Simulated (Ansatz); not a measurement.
Input file for GeH₈N₂Si, SMILES `N[SiH2][GeH2][NH2]`:

```yaml
crystal:
  periodic: [false, false, false]
  atoms:
    - {symbol: N, position_ang: [-1.870311, 0.544820, 0.962626]}
    - {symbol: Si, position_ang: [-0.881600, -0.831136, 0.626855]}
    - {symbol: Ge, position_ang: [0.826139, -0.471759, -1.022962]}
    - {symbol: N, position_ang: [1.998853, 0.904149, -0.590322]}
    - {symbol: H, position_ang: [-1.512003, 1.276997, 1.554086]}
    - {symbol: H, position_ang: [-2.467857, 0.923914, 0.245564]}
    - {symbol: H, position_ang: [-1.765042, -1.950937, 0.195489]}
    - {symbol: H, position_ang: [-0.216028, -1.196090, 1.908727]}
    - {symbol: H, position_ang: [1.706011, -1.721602, -1.236597]}
    - {symbol: H, position_ang: [0.206701, -0.064472, -2.377671]}
    - {symbol: H, position_ang: [1.537855, 1.799681, -0.494851]}
    - {symbol: H, position_ang: [2.514381, 0.731134, 0.262957]}
basis:
  gaussian: {orbitals: def2-TZVPP}
correlation: {method: ccsd_t}
output: {orbitals: {seedname: orbitals}}
```

```sh
$ ansatz run in.yaml --threads 4 --pin off --events-out ev --progress --plain --max-ram 10444MiB
```

Output of Ansatz, abridged:

```
Functional definition: HF
1551 factors; integrals over basis functions are off by at most 1.0e-3 eV
mean field evaluation 1: about -67423.3873 eV, gradient 4.7e1 eV
mean field evaluation 2: about -67423.5597 eV, gradient 4.8e1 eV
mean field evaluation 4: about -67428.4573 eV, gradient 3.8e0 eV
mean field evaluation 8: about -67428.5215 eV, gradient 2.9e-1 eV
mean field -67428.52177953 eV, -2477.9524707040 hartree, gradient 3.0e-6 eV, S^2 0.000000; 0 other end points of the search recorded, 0 dependent functions left out
16 core orbitals not correlated: weight in the atoms' cores, before any rotation towards them, 1.000 or more for the frozen orbitals, at most 0.000 for the correlated occupied ones
reference -67428.52177953 eV, -2477.9524707040 hartree; 18, 18 occupied and 230, 230 virtual orbitals, 1551 factors
second order -22.36697290 eV of doubles, -0.00000000 eV of singles
cycle   1  -22.76123505 eV  change   -3.9e-1 eV  update   1.1e-1
cycle   2  -23.40994816 eV  change   -6.5e-1 eV  update   3.1e-2
cycle   3  -23.50682495 eV  change   -9.7e-2 eV  update   1.5e-2
cycle   4  -23.49590350 eV  change    1.1e-2 eV  update   3.6e-3
cycle   5  -23.49566261 eV  change    2.4e-4 eV  update   1.8e-3
cycle   6  -23.49577440 eV  change   -1.1e-4 eV  update   5.7e-4
cycle   7  -23.49549755 eV  change    2.8e-4 eV  update   2.7e-4
cycle   8  -23.49551693 eV  change   -1.9e-5 eV  update   1.1e-4
cycle   9  -23.49554637 eV  change   -2.9e-5 eV  update   4.4e-5
perturbative correction -0.86308724 eV, -0.0317178710 hartree
Total energy: -67452.88041314 eV, -2478.8476339783 hartree
```

Hardware: 4 threads of an AMD EPYC 7B13 on a shared host. Wall time 3.1 min, peak host memory 6.3 GiB.

Correlation energy per correlated electron: -0.677 eV. T1 diagnostic: 0.0113.
